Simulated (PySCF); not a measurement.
## Working out the electron affinity of Sn

Sn⁻ [Kr] 4d10 5s2 5p3 (4S) → Sn [Kr] 4d10 5s2 5p2 (3P). All numbers are calculated (PySCF 2.14, a scalar-relativistic core potential, in aug-cc-pwCVTZ-PP with ECP28MDF (8s7p6d4f1g, 96 functions)). Frozen: nothing. Energies in hartree (1 hartree = 27.21139 eV):

| part | Sn⁻ (lower) | Sn (upper) |
| --- | --- | --- |
| UHF | -213.375543 | -213.340604 |
| MP2 opposite-spin | -0.518772 | -0.513041 |
| MP2 same-spin | -0.269024 | -0.258197 |

**Question.** What does Hartree-Fock give?

**Answer.** (-213.340604) − (-213.375543) = 0.034939 hartree = 0.951 eV.

**Question.** What do MP2 and SCS-MP2 (6/5 opposite-spin, 1/3 same-spin) give?

**Answer.** The opposite-spin parts differ by 0.156 eV and the same-spin parts by 0.295 eV. MP2: 0.951 + (0.156) + (0.295) = 1.402 eV. SCS-MP2: 0.951 + 1.2 × (0.156) + (0.295)/3 = 1.237 eV.

Reference: 1.112 eV (measured; photodetachment measurements, as compiled on the Wikipedia data page of electron affinities), between the lowest levels; spin-orbit coupling is absent from the calculation.

What remains against the reference includes basis incompleteness and correlation beyond second order.
